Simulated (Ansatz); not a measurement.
NaAlF4. Total charge 0; singlet. Geometry relaxed at r2SCAN-D4/def2-SVP.

Cartesian coordinates in Å:
```
Na -0.569 1.863 -1.227
Al 0.148 -0.483 0.318
F 1.618 -1.240 0.109
F -0.658 -0.247 -1.212
F 0.357 1.232 0.563
F -0.896 -1.124 1.449
```

The structure comes from a short search, and lower isomers may exist.

(1) Estimate the harmonic wavenumbers at RKS r2SCAN-D4/def2-SVP (Ansatz, unscaled). Is this a minimum?

Results:

(1) 57, 182, 195, 231, 301, 318, 340, 400, 622, 683, 844, 934 cm⁻¹. Yes, no mode is imaginary beyond noise. Zero-point energy 30.5 kJ/mol. Run time 19 s (4 threads of Intel Xeon 6975P-C on a shared host).
